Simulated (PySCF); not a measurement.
Species: SiH3PHPF2, F2H4P2Si.
Structure used (PBE0-D3(BJ)/def2-SVP), in Å, numbered top down from 1:
```
atom  x, y, z in Å
F1     2.567    1.731    0.534
P2     1.888    0.275    0.388
F3     1.649    0.316   -1.216
P4    -0.188    0.834    1.005
Si5   -1.228   -0.548   -0.470
H6    -0.188   -0.132    2.060
H7    -2.562   -0.857    0.123
H8    -0.483   -1.822   -0.703
H9    -1.395    0.187   -1.753
```

Method: TDDFT CAM-B3LYP/def2-SVPD, vertical, gas phase, core orbitals frozen in the response (PySCF 2.14.0, density-fitted response routines).

```
state  E (eV)  λ (nm)       f  main configurations (H = HOMO, L = LUMO)
   S1    4.97   249.4  0.0096                                 H→L (93%)
   S2    5.70   217.5   0.174                               H→L+1 (81%)
   S3    6.36   194.9   0.024   H→L+3 (49%), H→L+4 (21%), H-1→L+1 (17%)
   S4    6.47   191.8   0.116   H-1→L+1 (35%), H-1→L (31%), H→L+3 (17%)
   S5    6.50   190.9  0.0041   H→L+2 (50%), H-1→L (15%), H-1→L+1 (14%)
   S6    6.55   189.3   0.060   H-1→L (36%), H→L+2 (25%), H-1→L+1 (22%)
```

The lowest singlet lies at 4.97 eV (249 nm, ultraviolet) and is weak; its leading configuration is HOMO→LUMO (93%). The strongest level in the table is S2 at 5.70 eV (218 nm, f = 0.174). Löwdin shares by element: HOMO phosphorus 77%, fluorine 15%; LUMO phosphorus 52%, silicon 14%, fluorine 11% or more (atoms not listed hold the other 22%). Of the 6 states listed, 4 reach f = 0.01 and none stays under 0.0005. Orbital energies (eV): HOMO-3 -11.57, HOMO-2 -11.26, HOMO-1 -9.79, HOMO -8.61, LUMO -0.02, LUMO+1 0.15, LUMO+2 0.94. The listed states span 1.58 eV, and the widest gap between neighbours is 0.73 eV (S1 to S2). The window holds the lowest 6 singlets.

Hardware: Arm Neoverse N1, one thread, no GPU, shared host with 64 logical CPUs at a one-minute load of 20. Cost: 30 s of wall time (grids of density and orbitals included), 0.70 GiB resident at most.

One conformer stands for the species.
